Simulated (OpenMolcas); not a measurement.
Co2+ (d7) among equal point charges was computed by CASSCF with the d shell active (OpenMolcas, ANO-RCC-VDZP on the metal). Its lowest spin-free states, and all those of the highest spin:

| 2S+1 | Degeneracy | E (cm-1) |
| --- | --- | --- |
| 4 | 3 | 0.0 |
| 4 | 3 | 2665 |
| 4 | 1 | 5939 |
| 2 | 2 | 18565 |
| 2 | 3 | 19847 |
| 2 | 3 | 19903 |
| 4 | 3 | 20581 |
| 2 | 1 | 20964 |
| 2 | 3 | 25550 |
| 2 | 3 | 26232 |
| 2 | 3 | 26614 |
| 2 | 2 | 27191 |

Problem. Is the site octahedral, tetrahedral or cube-like, axial, or of lower symmetry?

Solution. The states with 2S+1 = 4 have orbital degeneracies 3, 3, 1, 3. Threefold states need a cubic site. For d7 at this spin an octahedron puts the threefold T1 below the threefold T2 and a tetrahedron or cube puts the single A2 below the threefold T2, so the site is octahedral. The run had Co2+ among 6 point charges of -1 e arranged as an octahedron (Oh), 1.91 Å from the ion.

An orbital triplet at a regular site is open to Jahn-Teller coupling, which can distort the site and quench the lowest spin-orbit gaps and is left out. Without dynamic correlation the repulsion within the d shell is too large (B by tens of per cent), so at a given field states of lower spin stand too high. Point charges carry no covalency, so the field is a model and not that of real ligands. No measured value stands beside these numbers.
